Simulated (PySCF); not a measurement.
# Reading the logs of faulty runs: CGeH8OSi

These are calculations, not measurements. They come from PySCF 2.14.0, an open-source quantum chemistry program, on an isolated molecule that a program drew, which may never have been made. The molecule is CGeH8OSi (charge 0, singlet), drawn as the SMILES string `C[SiH2][GeH2][OH]`.

Each row is a Hartree-Fock (HF) and frozen-core CCSD(T) single point in the cc-pV(D+d)Z basis, meant for a local HF minimum. Run 1 is clean. Each other run has one planted mistake out of seven kinds, and not every kind appears here: one electron removed, one electron added, multiplicity raised by two, geometry at a saddle point, minimal basis STO-3G, one bond length entered in bohr, all coordinates scaled. The reference is restricted for singlets and unrestricted otherwise, and also for a bond in bohr. Adding or removing an electron swaps singlet and doublet. Electrons count all cores. HOMO and LUMO are orbital energies over both spins, the gradient is its largest component, and the lowest frequency (negative if imaginary) is given only where the gradient is small. Bond lengths are over the 11 bonds as drawn. T1 is the CCSD diagnostic: over 0.02 (restricted) or 0.045 (unrestricted) a single reference is doubtful. Germanium has the cc-pVDZ-PP basis, with a core potential (ECP10MDF) in place of its 10 inner electrons, and its 3s, 3p and 3d shells are frozen in CCSD(T).

Geometry of the clean run:
```xyz
12
CGeH8OSi, angstrom
C     0.6670    0.9358   -1.7286
Si   -0.7636    1.0804   -0.5077
Ge   -0.6081    3.0895    0.8133
O    -2.0161    3.2279    1.9139
H     0.6869    1.7872   -2.4137
H     0.5707    0.0243   -2.3244
H     1.6262    0.8971   -1.2057
H    -2.0564    1.1121   -1.2400
H    -0.7841   -0.0900    0.4034
H     0.5923    3.0938    1.7611
H    -0.5487    4.3452   -0.0753
H    -2.8571    3.2598    1.4819
```

| run | electrons | basis functions | <S^2> | HOMO (eV) | LUMO (eV) | gradient (hartree/bohr) | lowest frequency (cm^-1) | mean bond (Å) | longest bond (Å) | T1 | HF (hartree) | CCSD(T) (hartree) | mistake |
|---|---|---|---|---|---|---|---|---|---|---|---|---|---|
| 1 | 68 | 114 | 0.000 | -10.28 | 2.98 | 2.7e-05 | 46 | 1.4865 | 2.410 | 0.0119 | -699.72899 | -700.33900 | no fault |
| 2 | 68 | 114 | 2.015 | -3.95 | -0.38 | 1.0e-01 | - | 1.4865 | 2.410 | 0.0805 | -699.51578 | -700.12433 | multiplicity raised by two |
| 3 | 68 | 114 | 0.000 | -10.30 | 3.14 | 3.7e-02 | - | 1.4390 | 2.332 | 0.0113 | -699.71696 | -700.32112 | all coordinates scaled |
| 4 | 69 | 114 | 0.758 | 2.08 | 8.27 | 3.9e-02 | - | 1.4865 | 2.410 | 0.0157 | -699.63488 | -700.26881 | ? |

**Which mistake was planted in run 4, and what did it cost?**

It counts 69 electrons, one more than the clean run, at the same geometry and basis. So the mistake is: one electron added. Subtracting run 1 and multiplying by 627.51 kcal/mol a hartree, the energy moved by 59.1 kcal/mol in HF and 44.0 kcal/mol in CCSD(T).

Cautions from the logs. Run 2: T1 is over the limit, so its CCSD(T) energy is less reliable; run 4: the HOMO is above zero, so the electron isn't bound and the energy depends on the basis.
